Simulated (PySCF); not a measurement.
Low-lying terms of Se⁴⁺ (selenium, charge +4)

Ground state [Ar] 3d10 4s2, ¹S. Computed with PySCF 2.14 in aug-cc-pVDZ-PP with one added diffuse shell each of s, p, d type with ECP10MDF (6s5p4d, 41 functions), with a scalar-relativistic core potential. Vertical excitation energies in eV without spin-orbit coupling; excited terms of each kind are numbered among those the solver found. Frozen: 3s2 3p6.

```
 term  leading excitation  EOM-EE-CCSD
1 3P°              4s → p       11.214
1 1P°              4s → p       16.716
 1 3D              4s → d       32.131
 1 3S              4s → s       35.149
 1 1D              4s → d       35.499
 1 1S              4s → s       36.174
2 3P°              4s → p       40.064
2 1P°              4s → p       40.431
 2 3D              4s → d       47.511
 2 1D              4s → d       47.938
```

Only the lower part of the computed list is shown. Doubly excited terms such as np² are absent. The solver can miss terms.
